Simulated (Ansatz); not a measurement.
Molecule: sum formula H₃Si₂OCl₂, net charge 0, doublet state. It need not be the lowest isomer of its formula. 
Geometry from a B3LYP-D3(BJ)/def2-TZVP (Ansatz, an electronic-structure program) optimisation:
SMILES: [SiH3]O[Si](Cl)Cl
```xyz
8

Si    -2.4555    -0.4992     0.1987
O     -0.8657    -0.4813     0.6627
Si     0.5843     0.2225     0.5410
Cl     0.4940     1.7346    -0.8766
Cl     1.9680    -1.1901    -0.0571
H     -3.0591     0.8254     0.4545
H     -2.5390    -0.8237    -1.2405
H     -3.1341    -1.5345     1.0019
```
Charge 0, spin multiplicity 2.

Total electronic energies in hartree. Cores are frozen in the correlated levels unless marked. Open shells are spin-unrestricted. No spin-orbit coupling. Non-relativistic. Basis-set limits of correlation are two-point, X^-3; Hartree-Fock from the larger set. The bracket is a focal-point correction in the basis named.

```tsv
level	program	energy (Eh)
r2SCAN/def2-TZVPD	Ansatz	-1576.49662
PBE0-D4/def2-TZVP	Ansatz + dftd4	?
r2SCAN0/def2-TZVPD	Ansatz	-1576.47188
CAM-B3LYP-D4/def2-TZVPD	Ansatz + dftd4	-1576.66891
MP2/cc-pV(T+d)Z	Ansatz	-1574.57544
SCS-MP2/cc-pV(D+d)Z	Ansatz	-1574.26764
CCSD/cc-pV(T+d)Z	Ansatz	-1574.63023
RI-MP2/CBS(cc-pV(T+d)Z,cc-pV(Q+d)Z)+[CCSD(T)-MP2]/cc-pV(D+d)Z	Ansatz	-1574.7969
CCSD(T)/CBS(cc-pV(T+d)Z,cc-pV(Q+d)Z)	Ansatz	-1574.8171
```

Q: Complete the blanks.

A: 
- PBE0-D4/def2-TZVP, energy (Eh): -1576.01928
